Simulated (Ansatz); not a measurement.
A structure relaxed at B3LYP-D4/def2-SVP in Ansatz, charge 0, singlet:

```tsv
atom	x (Å)	y (Å)	z (Å)
Pt1	0.607	0.978	-0.088
Te2	0.179	-1.128	-1.566
Te3	-0.959	-0.128	1.680
Te4	1.978	-0.947	0.985
Te5	-1.805	1.225	-1.010
```

(1) Give its formula and point group.

(2) Summarise the bond lengths by kind (pairs closer than 1.2 times the sum of covalent radii, bridged metal pairs left out).

Answers

(1) the cluster Te4Pt. Point group C2v (tolerance 0.1 Å).

(2) 4 × Pt–Te 2.59 to 2.61 Å; 4 × Te–Te 3.13 Å. The metal has 4 neighbours: Te 2.61 Å, Te 2.61 Å, Te 2.59 Å, Te 2.59 Å.

In the def2 sets Pt, Te take a core potential; there is no spin–orbit coupling. The restricted singlet is unstable towards broken spin symmetry in Hartree–Fock (as tested in another run); at B3LYP-D4/def2-SVP this wasn't settled. Another isomer (singlet) lies 0.48 eV lower at PBE0-D4/def2-TZVP; other spin states weren't run for this one.
